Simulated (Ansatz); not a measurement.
Job for Ansatz (a first-principles code): U-PBE0/def2-TZVPP on AlCl+, 2S+1 = 2, a spin state set in the input, which need not be the lowest. Charge +1.

Ansatz 0.2 input:
```yaml
crystal:
  periodic: [false, false, false]
  atoms:
    - {symbol: Al, position_ang: [0.00000000, 0.00000000, 0.00000000]}
    - {symbol: Cl, position_ang: [0.00000000, 0.00000000, 2.11900000]}
basis:
  gaussian:
    orbitals: def2-TZVPP
hamiltonian:
  xc: {name: PBE0}
total_charge: 1
magnetization: {spin_polarized: true, initial_magnetization: 1}
relax: {f_tol: 0.002, max_steps: 120}
```

Program output:

```
WARN ansatz: RAYON_NUM_THREADS=2 ignored (pool sized by the plan → 2); use --threads N
Functional definition: PBE0
integrals: 0.02 GiB planned
625 factors; their error is unknown
mean field: 0.26 GiB planned
mean field evaluation 1: about -19098.8251 eV, gradient 3.3e1 eV
mean field evaluation 2: about -19052.7503 eV, gradient 8.5e1 eV
mean field evaluation 4: about -19104.9279 eV, gradient 4.4e0 eV
mean field evaluation 8: about -19105.0792 eV, gradient 8.0e-2 eV
mean field evaluation 16: about -19105.0792 eV, gradient 7.4e-5 eV
mean field -19105.07924848 eV, -702.0987124939 hartree, gradient 7.4e-5 eV, S^2 0.753355; 0 other end points of the search recorded, 0 dependent functions left out
the calculation of the forces begins
reference -19105.07927282 eV, -702.0987133885 hartree; 15, 14 occupied and 69, 70 virtual orbitals, 625 factors
relax step   1: F+E_penalty+E_count = -19105.07924848 eV  Δ(F+E_penalty+E_count) = +0.000e0 eV  max|allowed force component| = 1.519e0 eV/Å  Δτ_max = 0.0000 Å  (28 SCF iters, accepted)
these checks for a lower state are left out or cut short: starts, cluster_reference, orbital_swaps, neighbouring_geometries, increment
integrals: 0.02 GiB planned
625 factors; their error is unknown
mean field: 0.26 GiB planned
mean field -19105.15424342 eV, -702.1014685069 hartree, gradient 1.1e-5 eV, S^2 0.752556; 0 other end points of the search recorded, 0 dependent functions left out
the calculation of the forces begins
reference -19105.15426764 eV, -702.1014693970 hartree; 15, 14 occupied and 69, 70 virtual orbitals, 625 factors
relax step   2: F+E_penalty+E_count = -19105.15424342 eV  Δ(F+E_penalty+E_count) = -7.499e-2 eV  max|allowed force component| = 3.459e-1 eV/Å  Δτ_max = 0.0386 Å  (33 SCF iters, accepted)
these checks for a lower state are left out or cut short: starts, cluster_reference, orbital_swaps, neighbouring_geometries, increment
integrals: 0.02 GiB planned
625 factors; their error is unknown
mean field: 0.26 GiB planned
mean field -19105.15703572 eV, -702.1015711222 hartree, gradient 4.5e-5 eV, S^2 0.752372; 0 other end points of the search recorded, 0 dependent functions left out
the calculation of the forces begins
reference -19105.15705990 eV, -702.1015720108 hartree; 15, 14 occupied and 69, 70 virtual orbitals, 625 factors
relax step   3: F+E_penalty+E_count = -19105.15703572 eV  Δ(F+E_penalty+E_count) = -2.792e-3 eV  max|allowed force component| = 1.220e-1 eV/Å  Δτ_max = 0.0120 Å  (29 SCF iters, accepted)
these checks for a lower state are left out or cut short: starts, cluster_reference, orbital_swaps, neighbouring_geometries, increment
integrals: 0.02 GiB planned
625 factors; their error is unknown
mean field: 0.26 GiB planned
mean field evaluation 32: about -19105.1157 eV, gradient 2.3e-4 eV
mean field -19105.15739890 eV, -702.1015844690 hartree, gradient 4.5e-5 eV, S^2 0.752417; 0 other end points of the search recorded, 0 dependent functions left out
the calculation of the forces begins
reference -19105.15742310 eV, -702.1015853580 hartree; 15, 14 occupied and 69, 70 virtual orbitals, 625 factors
relax step   4: F+E_penalty+E_count = -19105.15739890 eV  Δ(F+E_penalty+E_count) = -3.632e-4 eV  max|allowed force component| = 1.743e-3 eV/Å  Δτ_max = 0.0030 Å  (28 SCF iters, accepted)
integrals: 0.02 GiB planned
625 factors; their error is unknown
mean field: 0.26 GiB planned
mean field -19105.15739890 eV, -702.1015844690 hartree, gradient 4.5e-5 eV, S^2 0.752417; 1 other end points of the search recorded, 0 dependent functions left out
the calculation of the forces begins
reference -19105.15742310 eV, -702.1015853580 hartree; 15, 14 occupied and 69, 70 virtual orbitals, 625 factors
Total energy: -19105.15742310 eV, -702.1015853580 hartree
Atom 0 at    -0.000000    -0.000000     0.047530 Å, force     0.000000    -0.000000     0.001743 eV/Å
Atom 1 at     0.000000     0.000000     2.071470 Å, force    -0.000000    -0.000000    -0.001743 eV/Å
Dipole moment:     0.000000    -0.000000    -1.164329 e Å
```

Self-consistency was reached.

Cost: about 7 core-seconds (a rough figure).
